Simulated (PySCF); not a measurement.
Si(H)2(Me)(NH2) (CH7NSi), SMILES C[SiH2]N. Atoms are numbered in the order given.

```xyz
10

Si     0.4998    -0.0545     0.0000
C     -0.4612     1.5639     0.0000
N     -0.4389    -1.5130     0.0000
H      1.3601    -0.0891     1.2241
H      1.3601    -0.0891    -1.2241
H     -1.1039     1.6467    -0.8909
H     -1.1039     1.6467     0.8909
H      0.2287     2.4236     0.0000
H     -0.9488    -1.7837    -0.8332
H     -0.9488    -1.7837     0.8332
```
Charge 0, spin multiplicity 1.

Coordinates come from a PBE0-D3(BJ)/def2-SVP optimisation. One conformer was computed; it need not be the lowest.

Level of theory: PBE/def2-TZVPD run with PySCF.

Mulliken values depend strongly on the basis, most of all with diffuse functions as here. ESP charges are fitted to the potential on shells at 1.4 to 2.0 van der Waals radii. Atomic charges (e):

| atom | ESP fit | IAO | Mulliken |
|---|---|---|---|
| Si1 | 0.84 | 0.87 | 0.09 |
| C2 | -0.90 | -0.76 | -0.59 |
| N3 | -1.07 | -0.85 | -0.39 |
| H4 | -0.15 | -0.14 | -0.04 |
| H5 | -0.15 | -0.14 | -0.04 |
| H6 | 0.22 | 0.16 | 0.20 |
| H7 | 0.22 | 0.16 | 0.20 |
| H8 | 0.21 | 0.16 | 0.19 |
| H9 | 0.39 | 0.27 | 0.19 |
| H10 | 0.39 | 0.27 | 0.19 |
